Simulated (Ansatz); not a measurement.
## H6NSi3+: structure from calculated spectroscopic constants

These gas-phase data were calculated for one isomer of H6NSi3+ at B3LYP/6-31G* (harmonic, unscaled wavenumbers; equilibrium rotational constants with average atomic masses):

* rotational constants: 3.529, 2.948, 1.672 GHz
* all wavenumbers above 1500 cm⁻¹: 2342, 2339, 2325, 2322, 2285, 2285

Candidates:

(1) `[NH+]1=[SiH][SiH2][SiH2]1`, a singlet
(2) `[Si]=[N+]([SiH3])[SiH3]`, a singlet

Q: Assign the data to one candidate and say why.

A: Candidate (2). No mode falls between 3250 and 3800 cm⁻¹, where the N–H stretch of (1) would stand.

The same quantities for all candidates:

```tsv
	rotational constants (GHz)	wavenumbers above 1500 cm⁻¹	E above the lowest, B3LYP/6-31G* (kcal/mol)
(1)	4.016, 3.704, 2.022	3534, 2328, 2317, 2300, 2288, 2282	0.0
(2)	3.529, 2.948, 1.672	2342, 2339, 2325, 2322, 2285, 2285	0.1
```

Harmonic stretches to hydrogen usually lie a few per cent above observed fundamentals. Each candidate is one conformer. Programs: Ansatz 0.2.0.
